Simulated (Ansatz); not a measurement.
`[GeH3][Te][GeH3]` + `CO[SiH2]S` → `CO[SiH2][S][GeH3]` + `[GeH3][TeH]`  (ligand exchange at a Ge–Te bond)

Computed with Ansatz on PBE0-D4/def2-TZVP structures; ΔE is electronic, products minus reactants. CBS: MP2 limit from def2 TZ/QZ plus the TZ coupled-cluster correction, frozen cores. This one scheme is used for every species. Functionals use def2-TZVPP. B3LYP here is the variant with VWN-RPA as its local correlation; programs differ in this. def2 core potentials past Kr. For Ge, Te outer-core shells are correlated without core-valence functions, which leaves a few kJ/mol of doubt a bond. Scalar relativity is left out up to krypton. One conformer a species, not always the lowest.

`[GeH3][Te][GeH3]`:

```xyz
9

Ge   -0.674    1.329   -1.073
Te    0.272   -1.011   -1.470
Ge    0.683   -1.359    1.028
H    -1.908    1.251   -0.159
H    -1.067    1.887   -2.448
H     0.390    2.225   -0.421
H     1.284   -2.762    1.187
H    -0.642   -1.259    1.800
H     1.663   -0.299    1.555
```

`CO[SiH2]S`:

Cartesian coordinates in Å:
```
C -1.503 -0.600 0.442
O -0.610 0.418 0.048
Si 1.017 0.219 0.060
S 1.950 1.869 -0.886
H -2.514 -0.285 0.181
H -1.290 -1.546 -0.069
H -1.461 -0.770 1.524
H 1.344 -1.059 -0.628
H 1.564 0.205 1.441
H 1.503 1.549 -2.112
```

`CO[SiH2][S][GeH3]`:

Z-matrix (Å, degrees):
```
C
O 1 1.410
H 1 1.091 2 108.2
H 1 1.095 2 111.1 3 -119.1
H 1 1.096 2 111.7 3 119.4
Si 2 1.642 1 123.2 3 -164.4
S 6 2.113 2 108.3 1 163.2
H 6 1.489 2 107.8 1 41.9
H 6 1.486 2 112.4 1 -79.1
Ge 7 2.232 6 96.4 2 -51.4
H 10 1.535 7 105.8 6 -155.0
H 10 1.533 7 110.0 6 85.5
H 10 1.537 7 109.0 6 -35.9
```

`[GeH3][TeH]`:

Z-matrix (Å, degrees):
```
Ge
Te 1 2.558
H 1 1.535 2 110.6
H 1 1.535 2 110.7 3 122.1
H 1 1.534 2 105.3 3 -119.0
H 2 1.658 1 91.6 3 -60.4
```

(1) Is it downhill or uphill in electronic energy at CCSD(T)/CBS, and by how much? (Estimate.)

(2) What do these levels give: PBE-D4, B3LYP-D4, PBE0, SCS-MP2/def2-TZVPP, CCSD(T)/def2-TZVPP, CCSD/CBS(def2)? (Estimate.)

Largest T1 diagnostic among the species: 0.011.

## Answers

(1) Computed: Uphill: ΔE = +17.8 kJ/mol.

(2) Computed: PBE-D4 16.6, B3LYP-D4 15.7, PBE0 18.5, SCS-MP2/def2-TZVPP 15.9, CCSD(T)/def2-TZVPP 13.9, CCSD/CBS(def2) 18.4 kJ/mol.

The D4 term adds −3.0 kJ/mol with B3LYP and −1.7 kJ/mol with PBE0; it sums over pairs of atoms, weighted by their polarisabilities, and B3LYP, whose exchange is more repulsive, gets the larger term.
